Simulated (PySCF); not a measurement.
PbCl₃, SMILES [Cl][Pb-]([Cl])[Cl], charge -1.

Coordinates come from a B3LYP-D3(BJ)/def2-SVPD optimisation. The isomer is the one that the SMILES or the coordinates give; other isomers of the formula were not compared. The def2 effective core potentials stand for the cores of Pb; spin–orbit coupling is left out.

These are PySCF with ωB97X/def2-TZVPD values and carry that method's errors.

Gas-phase values at a fixed geometry.

Computed frontier levels, gap, dipole moment and polarisability:
| Quantity | Value |
|---|---|
| highest occupied level | -5.57 eV |
| lowest empty level | 3.78 eV |
| orbital gap | 9.35 eV |
| dipole moment about the centre of nuclear charge | 5.97 D |
| mean static polarisability | 107.9 bohr³ (15.98 Å³) |
| polarisability, principal values | 92.1, 115.7, 115.7 bohr³ |
